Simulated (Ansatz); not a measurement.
A nudged elastic band was laid between two geometries of CH6BNOSi (11 atoms, charge 0, multiplicity 1).

Level of theory: RKS B3LYP/6-31G in Ansatz.

```json
{
  "movable images": "5",
  "climbing image": "yes",
  "spring": "5.0 eV/Å²",
  "optimiser": "quadratic models (default)",
  "start path": "IDPP",
  "force threshold": "0.05 eV/Å",
  "iteration limit": "60",
  "end points": "relaxed"
}
```

Initial state:

```xyz
11
Properties=species:S:1:pos:R:3
B -2.203 -0.447 0.187
Si -0.214 -0.786 0.206
N 0.840 0.577 0.697
C 1.485 0.667 -0.627
O 0.710 -0.412 -1.298
H -2.751 -0.034 1.165
H -2.856 -0.637 -0.792
H 0.121 -2.163 0.755
H 1.055 1.148 1.497
H 1.327 1.621 -1.142
H 2.551 0.409 -0.628
```

Final state:

```xyz
11
Properties=species:S:1:pos:R:3
B -2.200 -0.438 0.202
Si -0.215 -0.795 0.187
N 0.835 0.566 0.693
C 1.485 0.666 -0.628
O 0.712 -0.407 -1.310
H -2.872 -0.577 -0.773
H -2.726 -0.060 1.206
H 0.123 -2.181 0.709
H 1.042 1.135 1.496
H 1.330 1.626 -1.135
H 2.550 0.407 -0.628
```

Question: Which bonds break or form, and what moves?

Answer: No bond is made or broken. The dihedral H7–B1–Si2–O5 goes from 36 to -144°. The two ends are copies of one structure, up to a mirror image or an exchange of like atoms.

Question: Give the energies along the band, and the barrier.

Answer: It converged. The highest image is number 3 of 0 to 6, 13.4 kJ/mol above the ends, which have the same energy within 2 meV. A vibrational analysis at the climbing image gives one clearly imaginary mode, 191i cm⁻¹: a first-order saddle point. Limits of this set-up: no polarisation functions.

```json
{"image": "0", "path coordinate (Å)": "0.00", "energy (kJ/mol)": "0.0", "dihedral H7–B1–Si2–O5 (°)": "36"}
{"image": "1", "path coordinate (Å)": "0.78", "energy (kJ/mol)": "2.9", "dihedral H7–B1–Si2–O5 (°)": "64"}
{"image": "2", "path coordinate (Å)": "1.57", "energy (kJ/mol)": "9.3", "dihedral H7–B1–Si2–O5 (°)": "96"}
{"image": "3", "path coordinate (Å)": "2.35", "energy (kJ/mol)": "13.4", "dihedral H7–B1–Si2–O5 (°)": "130"}
{"image": "4", "path coordinate (Å)": "3.06", "energy (kJ/mol)": "9.7", "dihedral H7–B1–Si2–O5 (°)": "162"}
{"image": "5", "path coordinate (Å)": "3.76", "energy (kJ/mol)": "2.6", "dihedral H7–B1–Si2–O5 (°)": "-168"}
{"image": "6", "path coordinate (Å)": "4.47", "energy (kJ/mol)": "0.0", "dihedral H7–B1–Si2–O5 (°)": "-144"}
```

Question: What is the geometry of the highest image?

Answer: 
```xyz
11
Properties=species:S:1:pos:R:3:forces:R:3
B -2.218 -0.391 -0.007 0.00 -0.01 0.00
Si -0.221 -0.841 0.002 -0.01 0.00 0.00
N 0.887 0.264 0.869 0.00 0.00 0.00
C 1.460 0.805 -0.378 0.00 0.01 0.00
O 0.674 -0.026 -1.337 0.00 0.00 0.00
H -2.548 0.753 -0.069 0.00 0.00 0.00
H -3.062 -1.233 0.052 0.00 0.00 0.00
H 0.086 -2.317 0.149 0.00 0.00 0.00
H 1.229 0.450 1.796 0.00 0.00 0.00
H 1.243 1.865 -0.556 0.00 0.00 0.00
H 2.533 0.614 -0.501 0.00 0.00 0.00
```

Question: What are the harmonic wavenumbers there?

Answer: 191i, 127, 157, 208, 273, 550, 582, 665, 674, 682, 849, 869, 881, 930, 1016, 1097, 1130, 1189, 1270, 1381, 1583, 2101, 2622, 2720, 3031, 3078, 3706 cm⁻¹.

Run time: 3.8 min on 1 thread of Arm Neoverse V1 (shared host), peak memory 0.14 GiB.
